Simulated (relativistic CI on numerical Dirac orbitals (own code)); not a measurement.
Crystal-field levels of V3+, 3d2

Calculated by Dirac-Coulomb-Breit CI, separate exchange-only KLI orbitals for each configuration, model QED (radiative potential, 1s self-energy scaled to tabulated hydrogen-like ionisation energies), valence Slater integrals scaled by 0.9, one configuration in a parametric crystal field (own radial code). With so little scaling, terms lie 10 to 35 % too far apart, which can change the order of excited levels.

Field parameters in Wybourne normalisation: Td as Oh with Dq negative (B⁴₀ = 21Dq, B⁴₄ = √(5/14) B⁴₀). The field is a parameter set, without covalency.

S and J are read from ⟨S²⟩ = S(S + 1) and ⟨J²⟩ = J(J + 1) of each level; they are not fictitious spins.

Td, 10Dq = -1800 cm⁻¹, the lowest 16 levels:

```csv
E (cm⁻¹),Degeneracy,Irrep,S,J
0.0,3,T2,1.00,3.04
1750,1,A2,1.00,3.00
1805,2,E,1.00,2.94
1807,3,T2,1.00,3.22
1871,3,T1,1.00,3.29
3128,3,T2,1.00,3.02
3178,2,E,1.00,3.33
3412,3,T1,1.00,3.75
3532,1,A1,1.00,3.99
13314,2,E,0.01,2.14
14624,3,T2,0.03,2.04
16670,1,A1,1.00,0.06
16773,3,T1,1.00,1.01
16956,2,E,1.00,2.01
16973,3,T2,0.99,2.00
20307,1,A1,0.00,3.99
```

Td, 10Dq = -3300 cm⁻¹, the lowest 16 levels:

| E (cm⁻¹) | Degeneracy | Irrep | S | J |
| --- | --- | --- | --- | --- |
| 0.0 | 3 | T2 | 1.00 | 3.15 |
| 3230 | 1 | A2 | 1.00 | 3.00 |
| 3281 | 3 | T2 | 1.00 | 3.19 |
| 3322 | 2 | E | 1.00 | 3.15 |
| 3361 | 3 | T1 | 1.00 | 3.34 |
| 5700 | 3 | T2 | 1.00 | 2.94 |
| 5723 | 2 | E | 1.00 | 3.12 |
| 5983 | 3 | T1 | 1.00 | 3.70 |
| 6110 | 1 | A1 | 1.00 | 3.97 |
| 13805 | 2 | E | 0.01 | 2.31 |
| 16506 | 3 | T2 | 0.03 | 2.12 |
| 18552 | 1 | A1 | 1.00 | 0.19 |
| 18653 | 3 | T1 | 1.00 | 1.05 |
| 18825 | 2 | E | 1.00 | 2.01 |
| 18851 | 3 | T2 | 0.99 | 2.01 |
| 21243 | 1 | A1 | 0.00 | 3.97 |

Td, 10Dq = -4750 cm⁻¹, the lowest 16 levels:

```csv
E (cm⁻¹),Degeneracy,Irrep,S,J
0.0,3,T2,1.00,3.19
4673,1,A2,1.00,3.00
4721,3,T2,1.00,3.17
4778,2,E,1.00,3.23
4807,3,T1,1.00,3.36
8138,3,T2,1.00,2.90
8150,2,E,1.00,3.03
8416,3,T1,1.00,3.65
8543,1,A1,1.00,3.94
14094,2,E,0.01,2.44
18243,3,T2,0.03,2.20
20454,1,A1,1.00,0.39
20552,3,T1,1.00,1.12
20713,2,E,1.00,2.03
20741,3,T2,0.99,2.03
22041,1,A1,0.00,3.95
```

Td, 10Dq = -6250 cm⁻¹, the lowest 16 levels:

| E (cm⁻¹) | Degeneracy | Irrep | S | J |
| --- | --- | --- | --- | --- |
| 0.0 | 3 | T2 | 1.00 | 3.21 |
| 6169 | 1 | A2 | 1.00 | 3.00 |
| 6216 | 3 | T2 | 1.00 | 3.16 |
| 6280 | 2 | E | 1.00 | 3.27 |
| 6305 | 3 | T1 | 1.00 | 3.37 |
| 10588 | 3 | T2 | 1.00 | 2.87 |
| 10590 | 2 | E | 1.00 | 2.97 |
| 10856 | 3 | T1 | 1.00 | 3.60 |
| 10979 | 1 | A1 | 1.00 | 3.89 |
| 14292 | 2 | E | 0.01 | 2.54 |
| 19972 | 3 | T2 | 0.02 | 2.29 |
| 22503 | 1 | A1 | 0.98 | 0.81 |
| 22601 | 3 | T1 | 1.00 | 1.22 |
| 22750 | 2 | E | 1.00 | 2.05 |
| 22768 | 1 | A1 | 0.05 | 3.86 |
| 22777 | 3 | T2 | 0.99 | 2.05 |

Td, 10Dq = -7700 cm⁻¹, the lowest 10 levels:

```csv
E (cm⁻¹),Degeneracy,Irrep,S,J
0.0,3,T2,1.00,3.22
7617,1,A2,1.00,3.00
7662,3,T2,1.00,3.16
7730,2,E,1.00,3.30
7754,3,T1,1.00,3.37
12859,2,E,0.99,2.92
12876,3,T2,1.00,2.84
13131,3,T1,1.00,3.54
13247,1,A1,1.00,3.82
14437,2,E,0.04,2.61
```

The free-ion ground term has S = 1. Every field shown keeps that spin.

Levels of this model without a field, named by their leading LS term: ³F2 0, ³F3 301, ³F4 683, ¹D2 12520, ³P0 14821, ³P1 14925, ³P2 15122, ¹G4 19325 cm⁻¹.
